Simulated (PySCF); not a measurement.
Two species compared at the same levels of theory.

First species: C₈H₉F₃.
SMILES with atom numbers: `[CH3:1][CH2:2]/[CH:3]=[CH:4]/[C:5]#[C:6][CH2:7][C:8]([F:9])([F:10])[F:11]` (hydrogens: H12, H13, H14 on C1; H15, H16 on C2; H17 on C3; H18 on C4; H19, H20 on C7)

Second species: C6H8O2.
Numbering: `[CH2:1]=[CH:2][C:3](=[CH2:4])[C:5](=[O:6])[O:7][CH3:8]` (hydrogens: H9, H10 on C1; H11 on C2; H12, H13 on C4; H14, H15, H16 on C8)

Levels: PBE0/pcSseg-1 for dipole moment, HOMO energy, LUMO energy and HOMO–LUMO gap; GFN2-xTB for rotational constant A and rotational constant C. Geometries: GFN2-xTB. Each structure is a single optimised conformer of the isolated species, non-relativistic unless stated; the electronic structure was computed with PySCF and density fitting.

Dipoles, sizes and rotational constants follow the conformer. The torsions of the flexible species, by atom-mapped SMILES:
- `[CH3:1][CH2:2]/[CH:3]=[CH:4]/[C:5]#[C:6][CH2:7][C:8]([F:9])([F:10])[F:11]`: C1–C2–C3–C4 -119°, C6–C7–C8–F9 180°
- `[CH2:1]=[CH:2][C:3](=[CH2:4])[C:5](=[O:6])[O:7][CH3:8]`: C1–C2–C3–C4 165°, C2–C3–C5–O6 145°, C3–C5–O7–C8 -178°

Values for the first species:

```
Dipole moment         : 2.38 D
HOMO energy           : -6.85 eV
LUMO energy           : -0.74 eV
HOMO–LUMO gap         : 6.11 eV
Rotational constant A : 2.743 GHz
Rotational constant C : 0.334 GHz
```

(1) Estimate the same properties for the second species, and the change in each.

## Answers

(1) 
| property | first | second | second less first |
| --- | --- | --- | --- |
| dipole moment | 2.38 D | 1.74 D | -0.64 D |
| HOMO energy | -6.85 eV | -7.07 eV | -0.22 eV |
| LUMO energy | -0.74 eV | -1.32 eV | -0.58 eV |
| HOMO–LUMO gap | 6.11 eV | 5.75 eV | -0.36 eV |
| rotational constant A | 2.743 GHz | 2.916 GHz | +0.173 GHz |
| rotational constant C | 0.334 GHz | 1.217 GHz | +0.883 GHz |

On the first: A dipole of 2.38 D is allowed in C1, and pure rotational transitions are dipole-allowed. The dipole equals about 7.9 × 10⁻³⁰ C·m (1 D = 3.33564 × 10⁻³⁰ C·m).

On the second: The dipole matches unit charges of opposite sign 0.36 Å apart (1 e·Å = 4.8032 D).
